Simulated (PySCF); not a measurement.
**O²⁺: excitation energy**

O²⁺ [He] 2s2 2p2 (3P) → O²⁺ [He] 2s1 2p3 (5S), as a difference of total energies. All numbers are calculated (PySCF 2.14, the spin-free X2C one-electron Hamiltonian (Gaussian nucleus), in x2c-QZVPPall). Correlated levels: valence: 1s2 frozen. The calculations carry no spin-orbit coupling.

```
           method  excitation energy (cm⁻¹)
              UHF                     44685
    MP2 (valence)                     55964
SCS-MP2 (valence)                     61225
   CCSD (valence)                     59445
CCSD(T) (valence)                     59745
```

A first-order spin-orbit estimate (lowest level to lowest level, LS coupling) adds 0.028 eV.
